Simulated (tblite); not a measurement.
Run record: tight-binding relaxation, `[CH2][Si](N)(N)CC#CC` [radical].

Computed with GFN2-xTB geometry optimisation, gas phase (tblite 0.8.0). Start geometry: from a force field or distance geometry. A driver script takes a list of jobs; this job's settings line and coordinates (Å) are shown.

Command:
```bash
OMP_NUM_THREADS=1 python probes_run.py task.json out
```

Input:
```
{"job": {"kind": "relax", "xc": "GFN2-xTB", "basis": "xTB"}, "charge": 0, "multiplicity": 2}
C     -1.770100     0.283400     1.792400
Si    -1.380700     0.189600     0.014000
N     -2.726000     0.976400    -0.866900
N     -1.354900    -1.516300    -0.491800
C      0.137500     1.137700    -0.497800
C      1.371300     0.424000    -0.259700
C      2.405200    -0.168100    -0.075500
C      3.663600    -0.893200     0.174400
H     -1.168300     0.876900     2.447200
H     -2.447200    -0.444000     2.218600
H     -2.544600     2.013900    -0.774000
H     -2.555600     0.694500    -1.877500
H     -1.969500    -1.674800    -1.305000
H     -1.741200    -2.132300     0.267800
H      0.173900     2.158100    -0.031100
H     -0.018800     1.333400    -1.588100
H      4.328100    -0.907200    -0.698400
H      4.132400    -0.411800     1.061000
H      3.455000    -1.931200     0.482800
```

Output:
```
step      E/eV     max force
  0    -645.71453    1.916
  1    -645.94583    0.839
  2    -646.00045    2.233
  3    -646.03488    1.832
  4    -646.07981    0.568
  5    -646.11726    0.419
  6    -646.14174    0.588
  7    -646.15623    0.383
  8    -646.16828    0.313
  9    -646.17660    0.295
... (178 lines left out)
188    -646.42970    0.021
189    -646.42975    0.019
190    -646.42982    0.018
191    -646.42989    0.017
192    -646.42996    0.015
193    -646.43000    0.012
194    -646.43002    0.012
195    -646.43004    0.010
196    -646.43006    0.011
197    -646.43008    0.010
```

«max force» is the largest atomic force in eV/Å.

Problem. From which step on does the largest force stay under 0.1 eV/Å, and how much energy is left to gain from there?

Solution. From step 147 (0.046 eV/Å), 7.7 meV above the end.

Main results: energy lowered by 16.5 kcal/mol over 197 steps; largest atomic force 0.010 eV/Å at the end.

Problem. Give the final coordinates.

Solution. 0.730 Å rms from the input after alignment:
```
atom  x, y, z in Å
C1    -1.5229    0.3503    1.7313
Si2   -1.4372    0.2881   -0.1131
N3    -2.8887    1.0026   -0.7234
N4    -1.3723   -1.2448   -0.9241
C5     0.2118    1.1253   -0.6854
C6     1.3652    0.3596   -0.2944
C7     2.3028   -0.3077    0.0456
C8     3.4571   -1.0846    0.4513
H9    -2.3136    0.8456    2.2657
H10   -0.7294   -0.0287    2.3510
H11   -3.1558    1.9133   -0.3917
H12   -3.0742    0.9244   -1.7093
H13   -2.1233   -1.8935   -0.7503
H14   -0.4898   -1.7304   -0.8942
H15    0.2910    2.1297   -0.2658
H16    0.1977    1.2166   -1.7732
H17    4.1666   -1.1658   -0.3729
H18    3.9531   -0.6028    1.2944
H19    3.1521   -2.0880    0.7511
```

Problem. Estimate the wall time. Hardware: Arm Neoverse V2, one thread (shared host).

Solution. About 1.4 s.
Labels such as C1 count atoms from 1, the log's own numbers from 0.
